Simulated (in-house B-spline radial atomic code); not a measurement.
Ionising the bromine ion Br²⁺ with different functionals

Computed with a B-spline radial code for spherical atoms: four-component Dirac-Coulomb Hamiltonian, Fermi nucleus of rms radius 4.1629 fm, spin-restricted, spherical fractional occupations for the functionals. The ionisation energy is the difference of two self-consistent energies, [Ar] 3d10 4s2 4p3 → [Ar] 3d10 4s2 4p2, without Breit or QED terms; ε is the level of the shell that loses the electron (mean over j). The electron is taken from both j subshells in proportion to 2j + 1, so the result is a j average, not the step between ground levels.

Hybrids are left out here: with spherical fractional occupations of an open shell their exact exchange keeps a self-interaction that integer-occupation calculations don't have.

| method | rung | ΔSCF (eV) | -ε(4p) (eV) |
| --- | --- | --- | --- |
| LDA VWN5 | LDA | 34.23 | 28.44 |
| relativistic LDA | LDA | 34.22 | 28.43 |
| LDA PW92 | LDA | 34.23 | 28.43 |
| LDA exchange-only | LDA | 32.80 | 27.03 |
| PBE | GGA | 33.99 | 28.23 |
| PBEsol | GGA | 34.02 | 28.25 |
| BLYP | GGA | 33.89 | 28.10 |
| RPBE | GGA | 33.93 | 28.18 |
| PW91 | GGA | 34.08 | 28.31 |
| BP86 | GGA | 34.14 | 28.36 |
| AM05 | GGA | 33.99 | 28.22 |
| OLYP | GGA | 33.92 | 28.17 |

(1) How do they compare with the NIST value?

Answers

(1) NIST lists 34.87 eV ± 0.019 (measured, ground level to ground level). Errors run from -2.07 to -0.64 eV. The correlated functionals all miss on the same side by more than they spread, so the cause is common to them (Breit-QED terms, spin polarisation, the choice among j levels, multiplet and fine-structure energies, or a listed next ion that isn't the cheapest removal here) and closeness doesn't rank the functionals.
